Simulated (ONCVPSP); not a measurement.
# Configuration tests for W (ONCV)

| Quantity | Value |
| --- | --- |
| Element | W |
| Generator | ONCVPSP 4.0.1 |
| Type | optimised norm-conserving Vanderbilt (ONCV) |
| Functional | LDA (Perdew-Zunger) |
| Relativity | scalar-relativistic |
| Frozen core | [Kr] 4d10 4f14 |
| Valence charge | 14 |
| Reference configuration | 5s2 5p6 5d4 6s1 6p1 |
| Partial waves | 5s+6s: rc 1.65 bohr, ncon 4, nbas 7, qcut 8 1/bohr, 3 projectors, debl 1.6 Ha; 5p+6p: rc 2.05 bohr, ncon 4, nbas 8, qcut 5.9 1/bohr, 2 projectors; 5d: rc 1.60 bohr, ncon 4, nbas 8, qcut 5.2 1/bohr, 2 projectors, debl 1.2 Ha |
| Local potential | polynomial inside 1.45 bohr (lpopt 4, dvloc0 0 Ha) |
| Core correction | Teter function, fcfact 2.25, rcfact 1.35 |

Energies are relative to the spin-unpolarised reference configuration 5s2 5p6 5d4 6s1 6p1; without spin polarisation the order of configurations can differ from experiment.

```
  valence configuration  charge  ΔE all-electron (eV)  error AE − PS (meV)
    5s2 5p6 5d4 6s0 6p0      +2                20.586                 -6.0
5s2 5p6 5d4.5 6s1.5 6p0       0                -3.877                 -0.9
```

What are ΔE and the potential's error for 5s2 5p6 5d4 6s1 6p0?

ΔE = 4.560 eV all-electron; the error (AE − PS) is -1.8 meV.

What are ΔE and the potential's error for 5s2 5p6 5d4 6s2 6p0?

ΔE = -4.574 eV all-electron; the error (AE − PS) is +1.2 meV.

Levels in the configuration 5s2 5p6 5d4 6s1 6p0:

```json
{"level": "5s", "all-electron (eV)": "-86.865", "pseudo (eV)": "-86.873"}
{"level": "5p", "all-electron (eV)": "-50.964", "pseudo (eV)": "-50.968"}
{"level": "5d", "all-electron (eV)": "-11.997", "pseudo (eV)": "-11.997"}
{"level": "6s", "all-electron (eV)": "-12.486", "pseudo (eV)": "-12.486"}
```
